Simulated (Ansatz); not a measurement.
Geometry optimisation, RKS BLYP-D4/def2-SVP (Ansatz).

Input:

```yaml
crystal:
  periodic: [false, false, false]
  atoms:
    - { symbol: "N", position_ang: [-1.0447, 1.2389, 1.3318] }
    - { symbol: Sn, position_ang: [-0.0743, -0.4386, 0.8281] }
    - { symbol: "N", position_ang: [1.9099, -0.1524, 1.1473] }
    - { symbol: C, position_ang: [-0.3145, -0.8769, -1.2462] }
    - { symbol: S, position_ang: [0.2462, 0.4626, -2.2863] }
    - { symbol: H, position_ang: [-2.0578, 1.1937, 0.9324] }
    - { symbol: H, position_ang: [-0.6145, 2.0643, 0.7941] }
    - { symbol: H, position_ang: [-0.6108, -1.7471, 1.8038] }
    - { symbol: H, position_ang: [2.2398, 0.6617, 0.5977] }
    - { symbol: H, position_ang: [2.4295, -1.0016, 0.817] }
    - { symbol: H, position_ang: [-1.4833, -1.0256, -1.4102] }
    - { symbol: H, position_ang: [0.1706, -1.8144, -1.4807] }
    - { symbol: H, position_ang: [-0.7757, 1.4006, -1.8138] }
basis:
  gaussian: { orbitals: def2-SVP }
hamiltonian:
  xc: blyp
  dispersion: d4
relax:
  f_tol: 0.015
  max_steps: 40
output:
  orbitals: {}
```

Run as:

```bash
$ ansatz run input.yaml --threads 2 --pin off --max-ram 3072MiB --backend cpu --events-out ev --progress --plain --runs-dir out
```

Problem. Where does it end, and by what steps?

Solution. It converged. After 13 steps the energy has fallen by 0.659 eV; H10 moved furthest, 0.69 Å.

| step | energy less start (eV) | largest force component (eV/Å) | accepted |
| --- | --- | --- | --- |
| 0 | 0.0000 | 3.342 | yes |
| 1 | -0.5229 | 1.149 | yes |
| 2 | -0.5870 | 0.334 | yes |
| 3 | -0.6098 | 0.298 | yes |
| 4 | -0.6306 | 0.199 | yes |
| 5 | -0.6313 | 0.501 | yes |
| 6 | -0.6531 | 0.125 | yes |
| 7 | -0.6558 | 0.098 | yes |
| 8 | -0.6576 | 0.040 | yes |
| 9 | -0.6581 | 0.038 | yes |
| 10 | -0.6585 | 0.019 | yes |
| 11 | -0.6588 | 0.022 | yes |
| 12 | -0.6588 | 0.015 | yes |
| 13 | -0.6589 | 0.009 | yes |

```xyz
13
Properties=species:S:1:pos:R:3
N -1.196 1.159 1.301
Sn -0.100 -0.539 0.788
N 1.863 0.099 1.039
C -0.498 -0.951 -1.353
S 0.130 0.472 -2.356
H -1.941 1.389 0.630
H -0.564 1.971 1.349
H -0.457 -1.814 1.917
H 2.246 0.359 0.117
H 2.470 -0.647 1.408
H -1.569 -1.151 -1.555
H 0.087 -1.836 -1.669
H -0.451 1.454 -1.602
```

Whether the end is a true minimum wasn't checked by a vibrational analysis.

The run took 55 s on 2 threads of AMD EPYC 7R43 64-Core Processor (Zen 3) (shared host), peak memory 0.19 GiB.
